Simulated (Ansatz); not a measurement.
Gas-phase reaction R1 + R2 → P1 + P2, each structure at its B3LYP-D3(BJ)/def2-TZVP stationary point, reached from a drawn start (curvature not checked).
R1: F6W (SMILES [F][W]([F])([F])([F])([F])[F]), charge 0, multiplicity 1.
P1: F5HW (SMILES [F][WH]([F])([F])([F])[F]), charge 0, multiplicity 1.
R2: F3HSi (SMILES F[SiH](F)F), charge 0, multiplicity 1.
P2, SiF4 (SMILES F[Si](F)(F)F) (charge 0, multiplicity 1):
| atom | x (Å) | y (Å) | z (Å) |
|---|---|---|---|
| Si | 0.0000 | 0.0000 | 0.0000 |
| F | -0.8827 | 0.7829 | -1.0318 |
| F | 1.4741 | -0.0781 | -0.5268 |
| F | -0.5681 | -1.4497 | 0.1796 |
| F | -0.0233 | 0.7449 | 1.3788 |

P less R. No zero-point or thermal terms; no spin–orbit coupling.

Correlated levels freeze the cores.

Programs: Ansatz (Gaussian basis) for Hartree–Fock, density functionals and correlated methods. Each number belongs to the level named beside it. Elements past Kr take the def2 small-core potentials, without spin–orbit coupling.

Total energies in hartree:

```json
[
 {"structure": "R1", "PBE/def2-TZVPP": "-666.240405", "PBE0/def2-TZVPP": "-666.146911", "CCSD(T)/def2-TZVPP": "-665.344654"},
 {"structure": "P1", "PBE/def2-TZVPP": "-566.951929", "PBE0/def2-TZVPP": "-566.864354", "CCSD(T)/def2-TZVPP": "-566.114676"},
 {"structure": "R2", "PBE/def2-TZVPP": "-589.538497", "PBE0/def2-TZVPP": "-589.567198", "CCSD(T)/def2-TZVPP": "-589.094069"},
 {"structure": "P2", "PBE/def2-TZVPP": "-688.809129", "PBE0/def2-TZVPP": "-688.836792", "CCSD(T)/def2-TZVPP": "-688.313499"}
]
```

**Question.** Work out the reaction energy at each level in meV (1 hartree = 27211.38625 meV), and say how far PBE/def2-TZVPP lies from CCSD(T)/def2-TZVPP.

**Answer.** 
- PBE/def2-TZVPP: (-566.951929) + (-688.809129) − (-666.240405) − (-589.538497) = 0.017844 hartree = 485.6 meV
- PBE0/def2-TZVPP: (-566.864354) + (-688.836792) − (-666.146911) − (-589.567198) = 0.012963 hartree = 352.7 meV
- CCSD(T)/def2-TZVPP: (-566.114676) + (-688.313499) − (-665.344654) − (-589.094069) = 0.010548 hartree = 287.0 meV
PBE/def2-TZVPP less CCSD(T)/def2-TZVPP: 198.6 meV. CCSD(T)/def2-TZVPP is the level counted from, the highest shown, and no exact or measured value.

Ansatz is a program for electronic structure.
